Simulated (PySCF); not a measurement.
C₂F₃N (SMILES N#CC(F)(F)F), singlet, at a GFN2-xTB geometry. Base run: PySCF with M062X/STO-3G.

PySCF was given this input:
```python
from pyscf import gto, scf, dft

mol = gto.Mole()
mol.atom = '''
    C    -0.000324    0.003260   -0.307768
    C     0.001231   -0.012387    1.169363
    F    -0.008066    1.253823   -0.776566
    F     1.081443   -0.608086   -0.797436
    F    -1.075871   -0.620639   -0.795299
    N     0.002429   -0.024446    2.307734
'''
mol.basis = 'sto-3g'
mol.charge = 0
mol.spin = 0
mol.verbose = 4
mol.build()

mf = dft.RKS(mol)
mf.xc = 'm062x'
mf.kernel()
```

The base run was repeated with changes; each row names its change, and settings that it needs were set with it.

```json
[
 {"change": "base", "ΔE vs base (mEh)": "0.000", "grid points": "84928", "electrons on the grid": "45.99998"},
 {"change": "small_rho_cutoff = 0", "ΔE vs base (mEh)": "0.000", "grid points": "84928", "electrons on the grid": "45.99998"},
 {"change": "grids.becke_scheme = stratmann", "ΔE vs base (mEh)": "-0.052", "grid points": "84928", "electrons on the grid": "46.00001"},
 {"change": "grids.level = 4", "ΔE vs base (mEh)": "0.007", "grid points": "171600", "electrons on the grid": "46.00000"},
 {"change": "grids.level = 0", "ΔE vs base (mEh)": "79.690", "grid points": "6496", "electrons on the grid": "46.02109"},
 {"change": "grids.level = 7", "ΔE vs base (mEh)": "-0.042", "grid points": "524880", "electrons on the grid": "46.00000"},
 {"change": "grids.level = 2", "ΔE vs base (mEh)": "0.055", "grid points": "68224", "electrons on the grid": "45.99998"},
 {"change": "grids.atom_grid = (150, 974)", "ΔE vs base (mEh)": "-0.037", "grid points": "472200", "electrons on the grid": "46.00000"},
 {"change": "grids.atom_grid = (75, 302)", "ΔE vs base (mEh)": "0.000", "grid points": "84928", "electrons on the grid": "45.99998"},
 {"change": "grids.prune = dft.gen_grid.sg1_prune", "ΔE vs base (mEh)": "-0.097", "grid points": "38016", "electrons on the grid": "45.99999"},
 {"change": "grids.radi_method = gauss_chebyshev", "ΔE vs base (mEh)": "-0.008", "grid points": "82944", "electrons on the grid": "45.99998"}
]
```
